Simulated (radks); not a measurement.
Values are calculated unless marked as measured or tabulated.
Coulomb parameter of the 4f shell of the erbium ion Er2+ in the model configuration [Xe] 4f10 6p2, as a second difference U = [E(n + 0.25) + E(n - 0.25) - 2 E(n)] / (0.25)^2 with all orbitals relaxed. "Bare": the charge of the atom changes with n. "Screened": the 6p shell takes up the change at fixed total charge, which measures U(4f,4f) + U(6p,6p) - 2 U(4f,6p). Code: a radial shooting solver on a logarithmic mesh with Libxc functionals. Model: scalar-relativistic Kohn-Sham, PBEsol, spin-unpolarised, spherical densities, finite nucleus; Fermi nuclear charge, rms radius 5.2516 fm.

case,configuration,E - E(n) (eV)
start,[Xe] 4f10 6p2,0.000
bare +0.25,[Xe] 4f10.25 6p2,-9.277
bare -0.25,[Xe] 4f9.75 6p2,10.513
screened +0.25,[Xe] 4f10.25 6p1.75,-5.902
screened -0.25,[Xe] 4f9.75 6p2.25,6.551

U(bare) = 19.788 eV, U(screened by 6p) = 10.395 eV, against the Slater integral F0(4f,4f) = 34.544 eV with frozen orbitals.
